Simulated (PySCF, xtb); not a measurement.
BrH₃O₃Ti, SMILES [OH][Ti]([Br])([OH])[OH], multiplicity 1.

xtb with GFN2-xTB at its own geometry gives an orbital gap of 3.95 eV and a dipole moment of 8.98 D.

Geometry: B3LYP-D3(BJ)/def2-SVP. The spin state was assumed, not searched. The structure was generated by enumeration; whether it is a known compound was not checked. One conformer was computed; it need not be the lowest.

Q: What does PBE/def2-TZVP run with PySCF give? (The exact figures need the calculation; the answer reports its results.)

A: gap 3.87 eV (levels -6.68 and -2.81 eV), dipole 3.63 D.
